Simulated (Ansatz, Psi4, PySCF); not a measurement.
Lewis adduct: AlH3 (SMILES [AlH3]) (first 4 atoms) with CH4O (SMILES CO); geometry from B3LYP-D3(BJ)/def2-TZVP, rigid monomers moved along the line of their centres of mass till Al1···O6 is 2.29 Å.
(charge 0, multiplicity 1):
```xyz
10

Al    -0.93399    -0.20950     0.66319
H     -1.00403    -1.79704     0.73833
H     -0.19992     0.49796    -0.56239
H     -2.12697     0.59237     1.36059
C      0.44878    -0.09712     3.64961
O      0.68185     0.15064     2.24415
H      1.39531    -0.05606     4.18557
H      0.03162    -1.09831     3.71093
H     -0.26188     0.62548     4.04909
H      1.12340     0.99760     2.10801
```

Counterpoise-corrected where a basis set is named; no monomer relaxation. Rows marked so take none.

Cores are frozen in the correlated methods. Rows in 6-31G* carry no dispersion term and start afresh at each structure (6-31G* with six Cartesian d functions). MP2/6-31G* freezes PySCF's default core.

Programs: Ansatz (a quantum-chemistry and plane-wave program); Psi4 for SAPT; PySCF for 6-31G* rows, the dispersion terms. Values without a source in brackets are computed.

```
level                            interaction energy (kJ/mol)
-------------------------------  ---------------------------
PBE-D4/def2-TZVPPD                                     -94.7
BP86/6-31G* (no counterpoise)                         -104.0
B3LYP-D3(BJ)/def2-TZVPPD                               -95.2
B3LYP-D4/def2-TZVPPD                                   -94.7
PBE0/def2-TZVPPD                                       -92.4
M06-2X/6-31G* (no counterpoise)                       -117.9
MP2/6-31G*                                             -95.9
CCSD/aug-cc-pV(D+d)Z                                       ?
SAPT0/jun-cc-pV(D+d)Z                                      ?
```

Fill in the missing entries.


- CCSD/aug-cc-pV(D+d)Z, interaction energy (kJ/mol): -90.4
- SAPT0/jun-cc-pV(D+d)Z, interaction energy (kJ/mol): -100.4
